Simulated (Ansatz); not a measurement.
Input and output for `[F][W](=[S])([Cl])([Cl])[Cl]`.

```yaml
crystal:
  periodic: [false, false, false]
  atoms:
    - {symbol: F, position_ang: [-1.627788, -0.439795, 0.860397]}
    - {symbol: W, position_ang: [-0.010480, -0.034365, 0.038615]}
    - {symbol: S, position_ang: [1.442763, -0.733328, 1.362292]}
    - {symbol: Cl, position_ang: [-0.508714, -1.796938, -1.321642]}
    - {symbol: Cl, position_ang: [1.210863, 0.835835, -1.675872]}
    - {symbol: Cl, position_ang: [-0.464543, 2.104493, 0.690011]}
basis:
  gaussian: {orbitals: def2-SVPD}
hamiltonian: {xc: {name: BHLYP}, dispersion: d3bjatm}
scf: {lower_state_search: light}
output: {forces: true}
```

```sh
$ ansatz run in.yaml --threads 4 --pin off --events-out ev --progress --plain --max-ram 11315MiB
```

Shortened log:

```
Functional definition: BHLYP
1521 factors; integrals over basis functions are off by at most 6.6e-4 eV
mean field evaluation 1: about -52922.6362 eV, gradient 5.8e1 eV
mean field evaluation 2: about -52868.9981 eV, gradient 1.7e2 eV
mean field evaluation 4: about -52929.6977 eV, gradient 9.6e0 eV
mean field evaluation 8: about -52930.1807 eV, gradient 4.8e-1 eV
mean field evaluation 16: about -52930.1816 eV, gradient 1.0e-3 eV
mean field -52930.18164596 eV, -1945.1482981232 hartree, gradient 4.1e-5 eV, S^2 0.000000; 0 other end points of the search recorded, 0 dependent functions left out
reference -52930.18183672 eV, -1945.1483051335 hartree; 45, 45 occupied and 121, 121 virtual orbitals, 1521 factors
Total energy: -52930.76505337 eV, -1945.1697379501 hartree
Atom 0 at    -1.627788    -0.439795     0.860397 Å, force    -0.279345    -0.063491     0.129378 eV/Å
Atom 1 at    -0.010480    -0.034365     0.038615 Å, force     0.429214    -0.223896     0.424827 eV/Å
Atom 2 at     1.442763    -0.733328     1.362292 Å, force    -0.153997     0.075706    -0.143457 eV/Å
Atom 3 at    -0.508714    -1.796938    -1.321642 Å, force    -0.112740    -0.324832    -0.236380 eV/Å
Atom 4 at     1.210863     0.835835    -1.675872 Å, force     0.221640     0.153666    -0.302927 eV/Å
Atom 5 at    -0.464543     2.104493     0.690011 Å, force    -0.104772     0.382848     0.128558 eV/Å
Dipole moment:     0.270898    -0.051741     0.094410 e Å
```

Hardware: 4 threads of an Arm Neoverse V1 on a shared host. Wall time 5.5 s, peak host memory 0.54 GiB.
